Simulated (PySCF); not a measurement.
Al(H)(Br)(vinyl) (C2H4AlBr), SMILES C=[CH][AlH][Br]. Heavy atoms are numbered as in [AlH:1]([Br:3])[CH:4]=[CH2:5]. Hydrogens are named by the atom that carries them.

Coordinates come from a TPSSh-D3(BJ)/def2-SVP optimisation. The structure was generated by enumeration; whether it is a known compound was not checked. Other conformers were not sampled.

Level of theory: r2SCAN/def2-TZVP (PySCF).

ESP charges are fitted to the potential on shells at 1.4 to 2.0 van der Waals radii. Atomic charges (e), one atom of each kind:

```
atom       ESP fit    IAO
---------  -------  -----
Al1 (AlH)     0.66   0.82
H on Al1     -0.22  -0.21
Br3          -0.27  -0.31
C4 (CH)      -0.32  -0.51
C5 (CH2)     -0.27  -0.25
H on C4       0.13   0.16
H on C5       0.16   0.15
```
